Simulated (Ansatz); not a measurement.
A structure relaxed at PBE0-D4/def2-TZVP, charge 0, multiplicity 1:

```xyz
12

Si   -1.1148   -1.0652   -0.5496
N     0.1421    0.0321   -0.0408
Si   -0.2142    1.0935    1.2876
Al    1.7301    0.0717   -0.8443
Cl    1.9825   -1.2774   -2.4269
H    -2.2937   -0.8346    0.3305
H    -1.5134   -0.8181   -1.9588
H    -0.6863   -2.4809   -0.4152
H    -1.3647    1.9830    0.9756
H     0.9886    1.9301    1.5460
H    -0.5442    0.3268    2.5186
H     2.8881    1.0390   -0.4226
```

**Question.** Give its formula and SMILES.

**Answer.** AlClH7NSi2, `[SiH3][N]([SiH3])[AlH][Cl]`.

**Question.** Point group (tolerance 0.08 Å, 0.16 Å for H)?

**Answer.** Cs.

**Question.** Summarise the bond lengths by kind.

**Answer.** 2 × N–Si 1.737 to 1.744 Å; 6 × H–Si 1.485 to 1.489 Å; 1 × Al–N 1.780 Å; 1 × Al–Cl 2.095 Å; 1 × Al–H 1.567 Å.

Results of the Gaussian-basis code of Ansatz.
